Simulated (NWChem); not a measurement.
SiBrF, singlet; SMILES Br[Si]F

```xyz
3

Si     0.6531    -1.1497     0.0000
F     -0.7744    -1.9340     0.0000
Br    -0.0465     0.9965     0.0000
```
Atoms are numbered in this order, from 1.

Program: NWChem. Geometry optimised at PBE0/def2-SVP; all other runs use it. Low-valent species are run as closed-shell singlets; no triplet was tried in these runs. This build's default masses of Se (78.918 u) and Br (79.917 u) are each other's, which moves their modes by up to 0.6 %.

```csv
quantity,level,value
"vertical, lowest state with f > 0.02, singlet (eV)","B3LYP/def2-SVPD, TDA",4.23
solvation free energy (kcal/mol) in water,"PBE0/def2-SVP, SMD",-1.3
−ε(HOMO) (eV),B3LYP/def2-SVP,7.55
"anisotropy (bohr³), static",B3LYP/def2-SVPD,26.9
dipole (D),PBE0/def2-SVP,1.17
highest harmonic frequency (cm⁻¹),PBE0/def2-SVP,872
```
